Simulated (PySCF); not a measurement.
Species: C3H10AsNSi.
InChI=1S/C3H10AsNSi/c1-2-3-5-6-4/h2,5H,1,3-4,6H2

Level of theory: TDDFT PBE0/def2-SVPD, vertical, gas phase, core orbitals frozen in the response in PySCF 2.14.0, density-fitted response routines. Isolated species at its PBE0-D3(BJ)/def2-SVP geometry (one conformer only). The PBE0/def2-SVPD calculation is non-relativistic and has no spin–orbit coupling, an omission that weighs most on arsenic. Torsions of this conformer, `[CH2:1]=[CH:2][CH2:3][NH:4][SiH2:5][AsH2:6]`: C1–C2–C3–N4 0°, C2–C3–N4–Si5 -83°, C3–N4–Si5–As6 -36°, H–As6–Si5–N4 177°, H–As6–Si5–N4 85°.

```
state  E (eV)  E (kJ/mol)  λ (nm)       f     main configurations (H = HOMO, L = LUMO)
   S1    5.70         550   217.5  0.0077                                    H→L (92%)
   S2    5.90         570   210.0  0.0041                     H→L+1 (80%), H→L+2 (11%)
   S3    6.06         585   204.6   0.026        H→L+2 (45%), H→L+3 (36%), H→L+1 (12%)
   S4    6.10         589   203.2  0.0054                     H→L+3 (46%), H→L+2 (33%)
   S5    6.36         613   195.0   0.022      H→L+4 (36%), H-1→L (28%), H-1→L+3 (12%)
   S6    6.47         624   191.8  0.0099                     H→L+4 (48%), H-1→L (29%)
   S7    6.57         634   188.6   0.056                 H-1→L+2 (40%), H-1→L+1 (31%)
   S8    6.66         643   186.1   0.014     H-2→L (62%), H-2→L+2 (10%), H-1→L+1 (9%)
   S9    6.79         655   182.6   0.126  H-1→L+3 (41%), H-1→L+1 (21%), H-1→L+2 (12%)
  S10    6.87         663   180.5   0.030  H-1→L+2 (27%), H-1→L+3 (24%), H-2→L+1 (13%)
```

Triplets (Tamm–Dancoff): T1 4.38 eV, H-2→L+1 (22%), H-2→L (18%), H-2→L+2 (15%); T2 5.29 eV, H→L (59%), H-1→L (14%); T3 5.49 eV, H→L+3 (33%), H-1→L+3 (24%), H-1→L+2 (12%); T4 5.61 eV, H→L+4 (27%), H-1→L (24%), H→L+1 (15%).

The lowest singlet lies at 5.70 eV (218 nm, ultraviolet) and is weak; its leading configuration is HOMO→LUMO (92%). The most intense listed level is S9 at 6.79 eV (183 nm, f = 0.126), 1.09 eV above S1. Löwdin shares by element: HOMO nitrogen 43%, arsenic 13%, silicon 13%, hydrogen 9% or more (atoms not listed hold the other 22%); LUMO arsenic 22%, carbon 20% or more, silicon 19% (atoms not listed hold the other 40%). The oscillator strengths of these states sum to 0.302; summed over the whole spectrum of an exact calculation they would give the number of electrons, 82 (Thomas–Reiche–Kuhn). Orbital energies (eV): HOMO-3 -8.79, HOMO-2 -7.58, HOMO-1 -7.43, HOMO -6.89, LUMO 0.03, LUMO+1 0.24, LUMO+2 0.31. The listed states span 1.17 eV, and the widest gap between neighbours is 0.26 eV (S4 to S5). No computed singlet lies in the visible range (380 to 750 nm); the lowest, at 218 nm, stands 2.44 eV above its violet end (3.26 eV). The vertical ionisation energy (ΔSCF) is 8.63 eV, 1.77 eV above S10. The window holds the lowest 10 singlets.
